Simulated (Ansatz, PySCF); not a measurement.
Species: C₃H₅Cl, net charge 0, singlet state. 
Coordinates optimised at B3LYP-D3(BJ)/def2-TZVP (Ansatz, an electronic-structure program):
```
C
C 1 1.3264
H 2 1.0820 1 121.55
H 2 1.0839 3 116.93 1 179.92
H 1 1.0848 2 120.45 3 -0.89
C 1 1.4857 5 116.06 2 -179.76
H 6 1.0868 1 112.06 5 178.85
H 6 1.0881 7 109.69 1 125.24
Cl 6 1.8209 7 106.56 8 113.26
```
Charge 0, spin multiplicity 1.

Quantity: atomisation energy (electronic, to ground-state atoms), in kcal/mol. Correlated levels leave the core frozen unless marked. Open shells are spin-unrestricted. Spin-orbit coupling is left out. Non-relativistic. The coupled-cluster limit lacks core correlation, which all-electron functionals hold. CBS marks a two-point X^-3 extrapolation of the correlation energy; Hartree-Fock from the larger set.

```json
[
 {"level": "HF/6-31G*", "program": "Ansatz", "atomisation energy (kcal/mol)": "621.0", "rough core time": "-"},
 {"level": "HF/cc-pV(Q+d)Z", "program": "Ansatz", "atomisation energy (kcal/mol)": "625.1", "rough core time": "-"},
 {"level": "SVWN5/def2-TZVPD", "program": "Ansatz", "atomisation energy (kcal/mol)": "957.3", "rough core time": "under 20 s"},
 {"level": "r2SCAN-D3(BJ)/def2-TZVPD", "program": "Ansatz + dftd3", "atomisation energy (kcal/mol)": "840.5", "rough core time": "under 20 s"},
 {"level": "B3LYP-D4/def2-TZVPD", "program": "Ansatz + dftd4", "atomisation energy (kcal/mol)": "837.8", "rough core time": "under 20 s"},
 {"level": "PBE0-D4/def2-TZVP", "program": "Ansatz + dftd4", "atomisation energy (kcal/mol)": "845.0", "rough core time": "under 20 s"},
 {"level": "BHLYP/def2-TZVPD", "program": "Ansatz", "atomisation energy (kcal/mol)": "810.5", "rough core time": "under 20 s"},
 {"level": "TPSSh-D4/def2-TZVPD", "program": "PySCF + dftd4", "atomisation energy (kcal/mol)": "843.6", "rough core time": "-"},
 {"level": "TPSSh/def2-TZVPD", "program": "PySCF", "atomisation energy (kcal/mol)": "839.1", "rough core time": "-"},
 {"level": "HSE06-D3(BJ)/def2-TZVPD", "program": "Ansatz + dftd3", "atomisation energy (kcal/mol)": "845.8", "rough core time": "under 20 s"},
 {"level": "CAM-B3LYP-D3(BJ)/def2-TZVPD", "program": "Ansatz + dftd3", "atomisation energy (kcal/mol)": "839.0", "rough core time": "under 20 s"},
 {"level": "B2GP-PLYP/def2-TZVPD", "program": "Ansatz", "atomisation energy (kcal/mol)": "826.2", "rough core time": "under 20 s"},
 {"level": "MP2/6-31G", "program": "Ansatz", "atomisation energy (kcal/mol)": "723.0", "rough core time": "-"},
 {"level": "MP2/aug-cc-pV(D+d)Z", "program": "Ansatz", "atomisation energy (kcal/mol)": "797.7", "rough core time": "-"},
 {"level": "MP2/aug-cc-pV(T+d)Z", "program": "Ansatz", "atomisation energy (kcal/mol)": "834.4", "rough core time": "-"},
 {"level": "MP2/cc-pV(T+d)Z", "program": "Ansatz", "atomisation energy (kcal/mol)": "829.9", "rough core time": "-"},
 {"level": "SCS-MP2/cc-pV(T+d)Z", "program": "Ansatz", "atomisation energy (kcal/mol)": "824.6", "rough core time": "-"},
 {"level": "CCSD/aug-cc-pV(T+d)Z", "program": "Ansatz", "atomisation energy (kcal/mol)": "808.3", "rough core time": "-"},
 {"level": "CCSD(T)/6-31G*", "program": "Ansatz", "atomisation energy (kcal/mol)": "769.4", "rough core time": "under 20 s"},
 {"level": "CCSD(T)/aug-cc-pV(D+d)Z", "program": "Ansatz", "atomisation energy (kcal/mol)": "784.0", "rough core time": "30 s"},
 {"level": "CCSD(T)/CBS(cc-pV(T+d)Z,cc-pV(Q+d)Z)", "program": "Ansatz", "atomisation energy (kcal/mol)": "837.0", "rough core time": "-"}
]
```

Core times are rough, on shared machines, summed over the molecules involved; a dash marks a level read off another run, or run on other hardware, by another program or under a memory cap.
